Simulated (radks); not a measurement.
Ce2+, configuration [Xe] 4f2.

Calculated with a radial shooting solver on a logarithmic mesh with Libxc functionals: scalar-relativistic Kohn-Sham, LDA (Slater exchange, Perdew-Wang correlation), spin-polarised, spherical densities, point nucleus; open shells are filled with parallel spins first (spin-orbit coupling, left out, can overturn this in heavy ions); hard spherical wall at 8 bohr.

Energy parts (eV):
total: -240911.02
kinetic: 255289.28
electron-nucleus: -583386.90
Hartree: 92701.37
exchange-correlation: -5514.76

Orbitals (lengths in bohr, moments of r in powers of bohr; <r^-3> diverges for s and p1/2):
orbital  occ.  eigenvalue (eV)      <r>  <r^-3>
1s up       1        -40236.44  0.02459       -
1s down     1        -40236.44  0.02459       -
2s up       1        -6448.379   0.1053       -
2s down     1        -6448.370   0.1053       -
2p up       3        -5778.752  0.09239    7966
2p down     3        -5778.746  0.09239    7966
3s up       1        -1391.867   0.2790       -
3s down     1        -1391.409   0.2790       -
3p up       3        -1178.876   0.2770    1594
3p down     3        -1178.421   0.2769    1594
3d up       5        -875.5498   0.2537   218.6
3d down     5        -875.1907   0.2536   218.8
4s up       1        -286.2697   0.6390       -
4s down     1        -284.9875   0.6389       -
4p up       3        -216.8720   0.6774   343.1
4p down     3        -215.5753   0.6772   343.3
4d up       5        -117.0553   0.7501   38.31
4d down     5        -115.7472   0.7500   38.33
4f up       2         -13.6727    1.202   3.787
4f down     0         -12.5522    1.236   3.694
5s up       1         -50.6227    1.537       -
5s down     1         -49.7185    1.545       -
5p up       3         -33.6872    1.787   48.34
5p down     3         -32.9622    1.799   47.29
5d up       0         -13.6706    2.628   2.788
5d down     0         -13.2910    2.664   2.664
6s up       0         -12.9847    3.628       -
6s down     0         -12.7683    3.653       -
6p up       0          -9.0088    4.147   9.193
6p down     0          -8.8356    4.172   9.066

The highest occupied level is 4f up at -13.673 eV. The pressure on the wall is 0.00171 GPa. Summed over all electrons, <r^2> = 43.23 bohr^2, which gives a Langevin (diamagnetic) susceptibility term of -34.2 x 10^-6 cm^3/mol.
